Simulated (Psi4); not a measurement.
C4H9O (SMILES CCCC[O]), doublet, at a GFN2-xTB geometry, with bond 10-2 at 2.0 times its length; Psi4 with B3LYP/STO-3G.

Here is a job for Psi4.
```
memory 2 GB

molecule {
0 2
  C     2.34449256   -0.09813638   -0.00073337
  C     0.88937594   -0.48778015   -0.21704361
  C    -0.04543918    0.71839659   -0.09204646
  C    -1.50354472    0.27416734   -0.25316904
  O    -2.00858632   -0.48751152    0.68447693
  H     2.65776752    0.64052160   -0.73593568
  H     2.48402591    0.32489821    0.99135532
  H     2.98696168   -0.97020344   -0.09670548
  H     0.58443175   -1.23051715    0.52249205
  H     0.65917458   -1.38174735   -2.19864837
  H     0.08186284    1.16614618    0.89499254
  H     0.19852652    1.46432205   -0.85103369
  H    -2.14713345    1.18699457   -0.35187235
  H    -1.66133505   -0.18719037   -1.26330719
}

set basis sto-3g
set reference uks
set diis_max_vecs 15

energy('b3lyp')
print_variables()
```

What the program printed (banner, timings and long lists left out):

```
   => Loading Basis Set <=

    Name: STO-3G
    Role: ORBITAL
    Keyword: BASIS

         ---------------------------------------------------------
                                   SCF
               by Justin Turney, Rob Parrish, Andy Simmonett
                          and Daniel G. A. Smith
                              UKS Reference
         ---------------------------------------------------------

  ==> Geometry <==

    Molecular point group: c1
    Full point group: C1

    Geometry (in Angstrom), charge = 0, multiplicity = 2:

       Center              X                  Y                   Z               Mass
    ------------   -----------------  -----------------  -----------------  -----------------
         C            2.426864550666    -0.072176280068    -0.015506565600    12.000000000000
         C            0.971747930666    -0.461820050068    -0.231816805600    12.000000000000
         C            0.036932810666     0.744356689932    -0.106819655600    12.000000000000
         C           -1.421172729334     0.300127439932    -0.267942235600    12.000000000000
         O           -1.926214329334    -0.461551420068     0.669703734400    15.994914619570
         H            2.740139510666     0.666481699932    -0.750708875600     1.007825032230
         H            2.566397900666     0.350858309932     0.976582124400     1.007825032230
         H            3.069333670666    -0.944243340068    -0.111478675600     1.007825032230
         H            0.666803740666    -1.204557050068     0.507718854400     1.007825032230
         H            0.741546570666    -1.355787250068    -2.213421565600     1.007825032230
         H            0.164234830666     1.192106279932     0.880219344400     1.007825032230
         H            0.280898510666     1.490282149932    -0.865806885600     1.007825032230
         H           -2.064761459334     1.212954669932    -0.366645545600     1.007825032230
         H           -1.578963059334    -0.161230270068    -1.278080385600     1.007825032230

  Running in c1 symmetry.

  Rotational constants: A =      0.41281  B =      0.07865  C =      0.07510 [cm^-1]
  Rotational constants: A =  12375.62527  B =   2357.78093  C =   2251.44546 [MHz]
  Nuclear repulsion =  176.453612368357511

  Charge       = 0
  Multiplicity = 2
  Electrons    = 41
  Nalpha       = 21
  Nbeta        = 20

  ==> Algorithm <==

  SCF Algorithm Type is DF.
  DIIS enabled.
  MOM disabled.
  Fractional occupation disabled.
[...]
      Ntotal   =   40.9999927280 ; deviation = -7.272e-06

   @Spin Contamination Metric:   2.302463384E-03
   @S^2 Expected:                7.500000000E-01
   @S^2 Observed:                7.523024634E-01
   @S   Expected:                5.000000000E-01
   @S   Observed:                5.000000000E-01

    Orbital Energies [Eh]
    ---------------------

    Alpha Occupied:

[...]
    Alpha Virtual:

[...]
      34A      0.552159

    Beta Occupied:

[...]
    Beta Virtual:

[...]
    Final Occupation by Irrep:
              A
    DOCC [    20 ]
    SOCC [     1 ]
    NA   [    21 ]
    NB   [    20 ]

  @DF-UKS Final Energy:  -229.85984358277483

   => Energetics <=

    Nuclear Repulsion Energy =            176.4536123683575113
    One-Electron Energy =                -661.3833203999427042
    Two-Electron Energy =                 282.2584113441296267
    DFT Exchange-Correlation Energy =     -27.1885468953193126
    Empirical Dispersion Energy =           0.0000000000000000
    VV10 Nonlocal Energy =                  0.0000000000000000
    Total Energy =                       -229.8598435827748574

  UHF NO Occupations:
  HONO-2 :   19  A 1.9996735
  HONO-1 :   20  A 1.9994122
  HONO-0 :   21  A 1.0000000
  LUNO+0 :   22  A 0.0005878
  LUNO+1 :   23  A 0.0003265
  LUNO+2 :   24  A 0.0001276
  LUNO+3 :   25  A 0.0001068

Computation Completed

Properties will be evaluated at   0.000000,   0.000000,   0.000000 [a0]

Properties computed using the SCF density matrix

 Multipole Moments:

 ------------------------------------------------------------------------------------
     Multipole            Electronic (a.u.)      Nuclear  (a.u.)        Total (a.u.)
 ------------------------------------------------------------------------------------

 L = 1.  Multiply by 2.5417464519 to convert [e a0] to [Debye]
 Dipole X            :         -5.9914468            6.1645719            0.1731251
 Dipole Y            :         -0.6540609            1.1666803            0.5126194
 Dipole Z            :          3.0208264           -3.0169540            0.0038724
 Magnitude           :                                                    0.5410785

 ------------------------------------------------------------------------------------

  Variable Map:
  ----------------------------------------------------------------------------
[...]
  Array Variable Map:
  ----------------------------------------------------------------------------
[...]
[...]
```
